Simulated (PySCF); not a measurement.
# MRb cations for M along the sixth-period p block

PBE with double-zeta basis sets in PySCF, for the lowest determinant that a PBE0 search found; no spin–orbit coupling. De refers to high-spin ground-configuration atoms (the charge goes to the atom of lower measured ionisation energy or higher electron affinity, which is not always the lowest computed limit). A positive dipole points towards Rb; it is taken about the centre of mass and depends on that origin.

```json
{"M": "Tl", "basis": "def2-SVP", "charged atom": "Rb+", "state (unpaired electrons)": "doublet (σ ↑)", "Re (Å)": "4.286", "ωe (cm⁻¹)": "38.0", "De (eV)": "n/a", "μ (D)": "9.17"}
{"M": "Pb", "basis": "def2-SVP", "charged atom": "Rb+", "state (unpaired electrons)": "triplet (σ ↑, π ↑)", "Re (Å)": "4.118", "ωe (cm⁻¹)": "42.0", "De (eV)": "n/a", "μ (D)": "10.98"}
{"M": "Bi", "basis": "def2-SVP", "charged atom": "Rb+", "state (unpaired electrons)": "quartet (σ ↑, π ↑↑)", "Re (Å)": "4.100", "ωe (cm⁻¹)": "36.7", "De (eV)": "n/a", "μ (D)": "11.95"}
```

The shortest bond is that of RbBi⁺ (4.100 Å), the longest that of RbTl⁺ (4.286 Å).

The state changes along the series, so neighbouring rows are not always alike in their bonding.

Spin–orbit coupling is left out, which matters for elements this heavy, above all for dissociation energies. States were picked by a PBE0 search and need not be the measured ground states.
